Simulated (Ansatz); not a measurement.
The cluster Pb5⁺, relaxed as a doublet with UKS r2SCAN-D4/def2-SVP in Ansatz, starting from the GFN1-xTB geometry. Force threshold 0.02 eV/Å.

In the def2 sets Pb takes a core potential; there is no spin–orbit coupling. The relaxation made no stability test and no search for a lower SCF solution. The structure comes from a short search, and lower isomers may exist.

Start:

```xyz
5

Pb   -1.801    0.225   -1.431
Pb    0.069    0.222    1.307
Pb    0.909   -1.133   -1.470
Pb   -1.154    2.712    0.341
Pb    1.978   -2.026    1.252
```

```csv
step,energy (eV),largest force component (eV/Å),SCF passes
1,-26252.0355,0.151,30
2,-26252.0514,0.045,34
3,-26252.0681,0.075,36
4,-26252.0881,0.121,41
5,-26252.1217,0.135,42
6,-26252.1509,0.068,36
7 (rejected),-26252.1500,0.184,34
8,-26252.1561,0.063,33
9 (rejected),-26252.1560,0.052,31
10,-26252.1568,0.005,31
```

Force components are those of the run's own axes.

End:

```xyz
5

Pb   -2.089    0.035   -1.392
Pb   -0.240   -0.025    1.641
Pb    0.857   -0.559   -1.306
Pb   -0.567    2.446   -0.045
Pb    2.040   -1.897    1.102
```

By distances, no bond broke or formed. The bond that changes most is Pb1–Pb2, from 3.32 to 3.55 Å (atoms count from 1). The end is the same structure that another start reached, the lowest one found.

No frequencies were taken in this run, so the end may be a saddle point.

Hardware: 4 threads of Arm Neoverse V1 on a shared host. Wall time 78 s.
